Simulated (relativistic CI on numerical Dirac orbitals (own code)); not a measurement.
Re⁵⁺ (5d2) in a crystal field

Calculated by Dirac-Coulomb-Breit CI, orbitals from a KLI potential per configuration, model QED (radiative potential, 1s self-energy scaled to tabulated hydrogen-like ionisation energies), valence Slater integrals scaled by 0.85, one configuration in a parametric crystal field (own radial code).

Field parameters in Wybourne normalisation: D4h B²₀ = −7Ds, B⁴₀ = 21(Dq − Dt), B⁴₄ = 21√(5/14) Dq. The field is a parameter set, without covalency.

S is read from ⟨S²⟩ = S(S + 1).

Levels (cm⁻¹, degeneracy): 0 (1), 545 (2), 1097 (1), 1431 (1), 5981 (2), 6749 (1), 7492 (1), 14030 (1), 14479 (1), 15654 (2), 16486 (1), 30565 (1).

**Question.** Which field gives this pattern?
A. D4h, 10Dq = 39500, Ds = 950, Dt = -530 cm⁻¹
B. D4h, 10Dq = 39500, Ds = -270, Dt = -530 cm⁻¹
C. D4h, 10Dq = 39500, Ds = -680, Dt = -530 cm⁻¹
D. D4h, 10Dq = 39500, Ds = 2590, Dt = -530 cm⁻¹

**Answer.** B. D4h, 10Dq = 39500, Ds = -270, Dt = -530 cm⁻¹, ground level with S = 0.97.
